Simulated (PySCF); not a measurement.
**Basis-set dependence of excited states**

Species: C2H7BO.
Z-matrix (Å and degrees, PBE0-D3(BJ)/def2-SVP geometry), rows numbered from 1:
```
B 
C   1  1.5519
O   2  1.3938  1  115.07
C   3  1.3910  2  113.78  1  -177.31
H   1  1.2070  2  122.19  3     3.80
H   1  1.2099  2  117.71  3  -177.76
H   2  1.1208  1  105.13  3  -123.47
H   2  1.1162  1  108.96  3   126.80
H   4  1.1093  3  112.13  2   -60.35
H   4  1.1095  3  112.12  2    60.79
H   4  1.0993  3  108.10  2  -179.80
```

TDDFT with PBE0 (PySCF), vertical singlets, core orbitals frozen in the response, spherical d and f functions. The structure is a single PBE0-D3(BJ)/def2-SVP conformer in the gas phase; no vibrational or solvent corrections.

**Question.** Compare 6-31G*, 6-31+G*, def2-SVP, def2-SVPD, aug-cc-pVDZ, def2-TZVP and def2-TZVPD for this molecule.

**Answer.** 

| basis | functions | diffuse | S1 (eV) | S2 (eV) | S3 (eV) | S4 (eV) | S5 (eV) | LUMO (eV) | α (au) |
| --- | --- | --- | --- | --- | --- | --- | --- | --- | --- |
| 6-31G* | 70 | no | 5.04 | 5.81 | 6.34 | 7.16 | 8.35 | -1.01 | 38.7 |
| 6-31+G* | 86 | yes | 5.04 | 5.77 | 6.25 | 6.66 | 7.11 | -1.33 | 42.9 |
| def2-SVP | 91 | no | 4.92 | 5.68 | 6.18 | 7.01 | 7.75 | -1.27 | 40.2 |
| def2-SVPD | 139 | yes | 5.04 | 5.74 | 6.17 | 6.99 | 7.09 | -1.37 | 47.2 |
| aug-cc-pVDZ | 155 | yes | 4.97 | 5.71 | 6.16 | 6.43 | 7.05 | -1.40 | 48.3 |
| def2-TZVP | 166 | no | 5.00 | 5.72 | 6.18 | 7.06 | 7.25 | -1.36 | 45.3 |
| def2-TZVPD | 214 | yes | 5.02 | 5.72 | 6.18 | 6.67 | 7.07 | -1.38 | 48.2 |

States are compared by their number. Against the largest diffuse basis here (def2-TZVPD, itself not a converged limit), sets without diffuse functions differ by up to 0.10 eV in S1 and 1.29 eV in S5; the smaller diffuse sets differ by up to 0.05 and 0.05 eV. State by state, the largest deviation of a set without diffuse functions is S1 0.10, S2 0.08, S3 0.16, S4 0.49, S5 1.29 eV. The same number needn't mean the same state in each row. Against def2-TZVPD the polarisability deviates by -20% in 6-31G*, -11% in 6-31+G*, -16% in def2-SVP, -2% in def2-SVPD, 0% in aug-cc-pVDZ, -6% in def2-TZVP. A single + in a Pople set puts diffuse functions on heavy atoms only.
